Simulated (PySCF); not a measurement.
A calculated (r2SCANh, PySCF 2.14, x2c-TZVPPall, the spin-free X2C one-electron Hamiltonian (Gaussian nucleus)) atom or ion has these occupied shells.

```json
{"shell": "1s α", "electrons": "1", "orbital energy (eV)": "-11002.6", "rms radius, mean of both spins (bohr)": "0.0542"}
{"shell": "1s β", "electrons": "1", "orbital energy (eV)": "-11002.3", "rms radius, mean of both spins (bohr)": "0.0542"}
{"shell": "2s α", "electrons": "1", "orbital energy (eV)": "-1391.7", "rms radius, mean of both spins (bohr)": "0.228"}
{"shell": "2s β", "electrons": "1", "orbital energy (eV)": "-1391.6", "rms radius, mean of both spins (bohr)": "0.228"}
{"shell": "2p α", "electrons": "3", "orbital energy (eV)": "-1214.3", "rms radius, mean of both spins (bohr)": "0.203"}
{"shell": "2p β", "electrons": "3", "orbital energy (eV)": "-1214.2", "rms radius, mean of both spins (bohr)": "0.203"}
{"shell": "3s α", "electrons": "1", "orbital energy (eV)": "-177.50", "rms radius, mean of both spins (bohr)": "0.669"}
{"shell": "3s β", "electrons": "1", "orbital energy (eV)": "-177.25", "rms radius, mean of both spins (bohr)": "0.669"}
{"shell": "3p α", "electrons": "3", "orbital energy (eV)": "-122.44", "rms radius, mean of both spins (bohr)": "0.700"}
{"shell": "3p β", "electrons": "3", "orbital energy (eV)": "-122.18", "rms radius, mean of both spins (bohr)": "0.700"}
{"shell": "3d α", "electrons": "5", "orbital energy (eV)": "-32.762", "rms radius, mean of both spins (bohr)": "0.827"}
{"shell": "3d β", "electrons": "5", "orbital energy (eV)": "-32.292", "rms radius, mean of both spins (bohr)": "0.827"}
{"shell": "4s α", "electrons": "1", "orbital energy (eV)": "-15.010", "rms radius, mean of both spins (bohr)": "2.25"}
{"shell": "4p α", "electrons": "3", "orbital energy (eV)": "-6.108", "rms radius, mean of both spins (bohr)": "2.92"}
```

Q: Name the element and its charge.

A: Ge (germanium, neutral), in [Ar] 3d10 4s1 4p3, high-spin 5S determinant (an excited configuration).
